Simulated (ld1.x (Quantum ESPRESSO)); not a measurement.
## Logarithmic derivatives: antimony (Sb), TM

antimony (Sb), norm-conserving Troullier–Martins (Kleinman–Bylander form), made with ld1.x (Quantum ESPRESSO) 7.5 (LDA (PZ), fully relativistic). Core [Kr] 4d10, reference 5s2 5p3. Waves: 5s (bound): rc 1.40 bohr; 5p (bound): rc 1.65 bohr; 5d channel at 0.1 Ry: rc 1.25 bohr. Local part: all-electron potential smoothed inside 1.50 bohr (lloc = -1). Core correction: Bessel-smoothed model core, default radius (core density twice the valence density).

Open shells are filled in proportion to 2j + 1 (rel_dist='average').

The phase is arctan(r·u′/u) with u = r·R(r), unwrapped; energies in Ry, scanned from -3 to 5 Ry. A pole is an energy at which the radial function vanishes at the test radius. The pseudo phase is shifted by a multiple of π to meet the all-electron one at the reference energy, and phase errors are pseudo minus all-electron; the curves can meet again beyond the range given. Levels narrower than the energy grid can be missing from the lists of poles. Where the grid stepped over a known ghost or core level, its pole and its step of π were put in at the level’s energy.

Task: For each channel, where are the poles, and over which energies does the pseudopotential scatter like the atom?

Result:

```
channel  radius (bohr)  reference energy (Ry)  poles, all-electron       poles, pseudo  unbroken range about the reference energy with phases within 0.05 rad  phase error 1 Ry above the reference energy (rad)
      s           1.80                  -0.96                 none                none                                                        the whole range                                             +0.014
   p1/2           1.80                  -0.40                 none                0.48                                                              below 0.0                                             -2.272
   p3/2           1.80                  -0.35                 none                0.13                                                             below -0.1                                             -2.864
   d3/2           1.80                   0.10                -1.93  -2.24, -2.19, 4.67                                                            -1.9 to 1.8                                             -0.010
   d5/2           1.80                   0.10                -1.81               -1.90                                                            -2.1 to 2.5                                             -0.003
```

Note: ghost states, extra bound levels that the all-electron valence spectrum of the same l lacks: s at -62.2 eV, d5/2 at -34.6 eV, d3/2 at -30.4 eV. A true bound ghost makes a file unfit for plane-wave use.

Phases in the d3/2 channel:

| E (Ry) | all-electron | pseudo |
| --- | --- | --- |
| -3.00 | 0.262 | 2.183 |
| -2.52 | -1.198 | 1.682 |
| -2.04 | -1.535 | -1.605 |
| -1.56 | -1.652 | -1.678 |
| -1.08 | -1.717 | -1.727 |
| -0.60 | -1.765 | -1.768 |
| -0.12 | -1.807 | -1.807 |
| 0.36 | -1.848 | -1.849 |
| 0.84 | -1.894 | -1.899 |
| 1.32 | -1.948 | -1.965 |
| 1.80 | -2.017 | -2.066 |
| 2.28 | -2.110 | -2.249 |
| 2.76 | -2.246 | -2.675 |
| 3.24 | -2.457 | -3.611 |
| 3.72 | -2.793 | -4.290 |
| 4.20 | -3.260 | -4.567 |
| 4.68 | -3.711 | -4.716 |
